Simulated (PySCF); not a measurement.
An unknown shows these calculated signals:

¹H NMR (500 MHz, computed): δ 7.36 (m, 1H), 6.49 (br, 1H), 6.40 (m, 1H), 6.37 (m, 1H), 4.50 (m, 1H), 3.48 (m, 1H), 2.86 (m, 1H).

¹³C{¹H} NMR (computed): δ 155.1 (C), 147.8 (CH), 117.0 (CH), 115.6 (CH), 59.7 (CH), 44.9 (CH2).

Level of theory: PBE0-D3(BJ)/def2-SVP structure, σ from GIAO-B3LYP/pcSseg-1, in PySCF 2.14.0 with density-fitted response routines (one computed conformer, no relativistic terms, no solvent model).

Shifts are taken against calculated references (same method and geometry level): ¹H, ¹³C against TMS.

Q: Which of these does the molecule contain: a carboxylic acid, a heteroaromatic ring, a nitrile, a three-membered ring?

A: 
- A carboxylic acid: no.
- A heteroaromatic ring: yes.
- A nitrile: no.
- A three-membered ring: no.

The data belong to `B1SC[C@H](c2ccco2)S1`, C6H7BOS2; they needn't prove each group on their own.

Carbon signals by region: 4 in the sp2 and nitrile region (100–160 ppm), 1 at 50–100 ppm, 1 below 50 ppm.

Hydrogens on boron are broadened and split by ¹¹B (spin 3/2, 80 %) and 10B (spin 3). Shifts are as computed. Against solution values, carbons near 30 ppm lie about +2 ppm off and those near 130 ppm about +6 ppm. Of 1211 compounds with measured shifts, 218 miss one by over three times the rms of a fit or turn the order of signals round; such compounds aren't used in these exercises. No couplings were computed; multiplicities are counted from neighbouring protons, with m where these are inequivalent, close in shift, in a saturated or five-membered ring or joined by F or P, and br s for small geminal =CH2 splittings.
